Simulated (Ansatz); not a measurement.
`CB([SiH3])BCl` and `CB(N)[SiH3]` differ in one atom or group.

Ansatz, PBE0-D4/def2-TZVP geometries, multiplicity 1. Each molecule was computed in one conformer, which needn't be the lowest.

```tsv
property	`CB([SiH3])BCl`
LUMO energy (PBE/def2-TZVPP) / eV	-2.92
HOMO–LUMO gap (PBE0/def2-TZVPP) / eV	5.44
HOMO–LUMO gap (ωB97M-V/def2-TZVPP) / eV	9.56
LUMO energy (B3LYP/def2-TZVPP) / eV	-2.14
HOMO energy (ωB97M-V/def2-TZVPP) / eV	-9.56
size of the dipole moment (ωB97M-V/def2-TZVPP) / D	1.58
```

(1) What does the change do to each property? (Estimate.)

Results:

(1) The calculation gave: 
```json
{"property": "LUMO energy (PBE/def2-TZVPP) / eV", "`CB(N)[SiH3]`": "-1.09", "shift": "1.83"}
{"property": "HOMO–LUMO gap (PBE0/def2-TZVPP) / eV", "`CB(N)[SiH3]`": "7.51", "shift": "2.07"}
{"property": "HOMO–LUMO gap (ωB97M-V/def2-TZVPP) / eV", "`CB(N)[SiH3]`": "11.60", "shift": "2.04"}
{"property": "LUMO energy (B3LYP/def2-TZVPP) / eV", "`CB(N)[SiH3]`": "-0.33", "shift": "1.81"}
{"property": "HOMO energy (ωB97M-V/def2-TZVPP) / eV", "`CB(N)[SiH3]`": "-9.80", "shift": "-0.24"}
{"property": "size of the dipole moment (ωB97M-V/def2-TZVPP) / D", "`CB(N)[SiH3]`": "2.35", "shift": "0.77"}
```

With PBE0 the HOMO falls by 0.24 eV and the LUMO rises by 1.83 eV, so the gap widens by about 2.07 eV. PBE moves the HOMO by -0.25 eV and ωB97M-V by -0.24 eV. Dipoles are sizes alone; their direction can turn.

B3LYP here is the variant with VWN-RPA as its local correlation; programs differ in this.
